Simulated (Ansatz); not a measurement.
`[GeH3]/[CH]=C1\CS1` + H–F → `F/C=C1\CS1` + GeH₄ at 298.15 K and 1 bar (substitution at a C–Ge bond).

Computed with Ansatz on PBE0-D4/def2-TZVP structures; ΔE is electronic, products minus reactants. CCSD(T)/CBS is the MP2 limit (def2-TZVPP, def2-QZVPP) plus CCSD(T) − MP2 in def2-TZVPP, frozen cores. This one scheme is used for every species. Double bonds are as drawn, so ΔE can hold a change between cis and trans. For Ge outer-core shells are correlated without core-valence functions, which leaves a few kJ/mol of doubt a bond. Scalar relativity is left out up to krypton.

```csv
species,CCSD(T)/CBS energy (Eh),H − E (kJ/mol),S (J/(mol·K))
`[GeH3]/[CH]=C1\CS1`,-2591.58915,212.4,351.5
H–F,-100.39570,33.5,173.6
`F/C=C1\CS1`,-613.45363,153.0,303.9
GeH₄,-2078.49493,88.5,217.3
```

H − E and S are ideal-gas, rigid-rotor, harmonic terms from PBE0-D4/def2-TZVP. 1 Eh = 2625.50 kJ/mol, R = 8.31446 J/(mol·K).

Task: By hand: ΔE, ΔH, ΔS and ΔG.

Result: ΔE = (-613.45363) + (-2078.49493) − (-2591.58915) − (-100.39570) = 0.03629 Eh = 95.3 kJ/mol. Δ(H − E) = 153.0 + 88.5 − 212.4 − 33.5 = -4.4, so ΔH = 90.9 kJ/mol. ΔS = 303.9 + 217.3 − 351.5 − 173.6 = -3.9 J/(mol·K). ΔG = 90.9 − 298.15 × (-3.9)/1000 = 92.1 kJ/mol.

Task: By hand: the equilibrium constant, and the temperature at which ΔG would vanish if ΔH and ΔS stayed fixed.

Result: log₁₀ K = −ΔG/(RT ln 10) = -16.1. ΔH and −TΔS have one sign here, so there is no such temperature. One of them is within its doubt of zero, so this could turn.

The number of gas molecules stays the same, so ΔS is small and ΔH decides. A doubt of 5 kJ/mol in ΔE shifts log₁₀ K by 0.9 here. These are equilibria of isolated gas molecules and say nothing of rates. Largest T1 diagnostic: 0.013 (customary marks: 0.02 for closed shells, 0.045 for open ones).
